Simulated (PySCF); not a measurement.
## Tc⁺ (technetium, charge +1) across methods

[Kr] 4d4 5s1 5p1, one real determinant (an excited configuration). Computed with PySCF 2.14 in x2c-TZVPPall (8s6p6d2f1g, 79 functions), with scalar relativity by spin-free X2C-1e. The B2PLYP total includes its PT2 part (frozen core); its orbital energies are those of the SCF part.

| method | E (hartree) | mean ε 4d α (eV) | mean ε 5s α (eV) | mean ε 5p α (eV) | Σ⟨r²⟩ (bohr²) | ⟨S²⟩ |
| --- | --- | --- | --- | --- | --- | --- |
| LDA | -4279.79 | -19.391 | -14.359 | -9.181 | 50.35 | 12.000 |
| r2SCAN0 | -4284.69 | -21.579 | -15.314 | -10.024 | 50.27 | 12.002 |
| B97-3 | -4284.38 | -21.076 | -14.950 | -9.836 | 50.24 | 12.001 |
| PBE0 | -4284.38 | -21.212 | -15.092 | -9.952 | 50.42 | 12.001 |
| UHF | -4282.54198 | -25.923 | -17.504 | -11.933 | 51.14 | 12.003 |
| BHandHLYP | -4284.69 | -22.693 | -15.766 | -10.446 | 50.64 | 12.001 |
| r2SCAN | -4284.70 | -19.894 | -14.415 | -9.267 | 50.25 | 12.001 |
| PBE | -4284.29 | -19.381 | -14.134 | -9.131 | 50.52 | 12.001 |

**Question.** Estimate the same row for B2PLYP.

**Answer.** E (hartree) = -4284.15; mean ε 4d α (eV) = -22.779; mean ε 5s α (eV) = -15.844; mean ε 5p α (eV) = -10.522; Σ⟨r²⟩ (bohr²) = 50.77; ⟨S²⟩ = 12.001.

⟨L²⟩ = 8.00 against 12 for a pure F term, so this real determinant mixes terms.
